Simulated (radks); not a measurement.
Values are calculated unless marked as measured or tabulated.
Question: Successive ionisation energies (eV) of one element, from differences of total energies of ions in their ground configurations, starting at charge 21: 572.85, 616.69, 661.68, 882.83, 928.00, 973.78, 1020.2, 1067.2, 1114.8, 1176.9. Level of theory: Dirac Kohn-Sham, PBE, spin-unpolarised, spherical densities, finite nucleus; open shells fill j = l - 1/2 first; Fermi nuclear charge, rms radius 5.3108 fm (a radial shooting solver on a logarithmic mesh with Libxc functionals). Which element is it?

Answer: Ytterbium (Z = 70). The first species listed is Yb21+ in [Kr] 4d10 4f3, the last Yb30+ in [Kr] 4d4.
